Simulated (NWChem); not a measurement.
**Relativistic effects in C2H5Te**

```
C
H 1 1.1049
H 1 1.1053 2 110.86
H 1 1.1059 2 110.12 3 121.79
Te 1 2.1741 2 109.08 4 117.85
C 5 2.0629 1 95.61 2 60.73
H 6 1.0999 5 117.78 1 -177.23
H 6 1.1004 7 119.74 5 161.17
```
Charge 0, spin multiplicity 2.

Program: NWChem. The geometry was optimised at UPBE/def2-SVP with def2 effective core potentials on Te, with no frequency check, so it may be a saddle point. It is one conformer; others weren't searched.

Functional PBE, all-electron basis x2c-SVPall-2c, contracted for the X2C Hamiltonian and used here with ZORA. The ion keeps the geometry and has multiplicity 1 in the scalar run; the spin-orbit run starts from the same electron counts.

Relative cost: rough, from shared machines, SCF included, scalar ZORA = 1.

The structure started from a generated list of species. The stability of the SCF solutions was not checked.

```json
[
 {"Hamiltonian": "scalar ZORA", "ΔSCF ionisation energy (eV)": "6.90", "relative cost": "1"},
 {"Hamiltonian": "spin-orbit ZORA", "ΔSCF ionisation energy (eV)": "6.90", "relative cost": "under 3"}
]
```

From scalar ZORA to spin-orbit ZORA the ionisation energy stays essentially unchanged.
